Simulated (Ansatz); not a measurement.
One change: `[CH3][Ge]([SiH3])([Cl])[Cl]` becomes `[CH3][Ge]([SH])([Cl])[Cl]`.

Ansatz, PBE0-D4/def2-TZVP geometries, multiplicity 1. Each molecule was computed in one conformer, which needn't be the lowest.

Scalar relativity is left out up to krypton.

| property | `[CH3][Ge]([SiH3])([Cl])[Cl]` |
| --- | --- |
| HOMO energy (ωB97M-V/def2-TZVPP) / eV | -10.14 |
| HOMO energy (B3LYP/def2-TZVPP) / eV | -7.86 |
| LUMO energy (PBE0/def2-TZVPP) / eV | -0.68 |
| LUMO energy (PBE/def2-TZVPP) / eV | -1.58 |
| LUMO energy (B3LYP/def2-TZVPP) / eV | -0.92 |
| zero-point energy (PBE0-D4/def2-TZVP) / kJ/mol | 169.4 |

Q: What does the change do to each property? (Estimate.)

A: Ansatz gave: 
```
                                      property  `[CH3][Ge]([SH])([Cl])[Cl]`  shift
         HOMO energy (ωB97M-V/def2-TZVPP) / eV                       -10.11   0.03
           HOMO energy (B3LYP/def2-TZVPP) / eV                        -7.63   0.23
            LUMO energy (PBE0/def2-TZVPP) / eV                        -0.88  -0.20
             LUMO energy (PBE/def2-TZVPP) / eV                        -1.86  -0.28
           LUMO energy (B3LYP/def2-TZVPP) / eV                        -1.18  -0.26
zero-point energy (PBE0-D4/def2-TZVP) / kJ/mol                        129.0  -40.4
```

With PBE0 the HOMO rises by 0.19 eV and the LUMO falls by 0.20 eV, so the gap narrows by about 0.39 eV. PBE moves the HOMO by 0.26 eV and ωB97M-V by 0.03 eV. The zero-point energy changes by -40.4 kJ/mol with -6 modes.

B3LYP here is the variant with VWN-RPA as its local correlation; programs differ in this.
